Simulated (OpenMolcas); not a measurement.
Computed levels of 3s2 3p in ions with 13 electrons, in cm-1 above 2P* 1/2.

```
Program             : OpenMolcas
Method              : MS-RASPT2, IPEA 0.25 Eh, imaginary shift 0.1 Eh
Basis               : ANO-RCC-VQZP
Scalar Hamiltonian  : DKH2, point nucleus
Spin-orbit coupling : state interaction with AMFI integrals over the reference wave functions, term energies averaged over their components
```

Active space for each ion: 3 electrons in 9 orbitals (RAS2 3s 3p; RAS3 3d, at most 2 electrons); closed shells correlated by CASPT2: 2s 2p.

```
  Level  P2+  S3+  Ar5+
2P* 3/2  482  829  1974
```

Q: Estimate 2P* 3/2 for Cl4+ from its neighbours S3+ and Ar5+.

A: 2P* 3/2 is fine structure, which grows about as the fourth power of a screened charge, so the fourth roots are averaged: ((829^0.25 + 1974^0.25) / 2)^4 = 1310. The calculation gives 1316, so the estimate is off by -0.5 %.

Active for correlation alone: 3d; no level in the range computed is led by a configuration that fills it, so any true level of that kind is missing. Levels of configurations outside the active space are missing.

* marks odd parity.
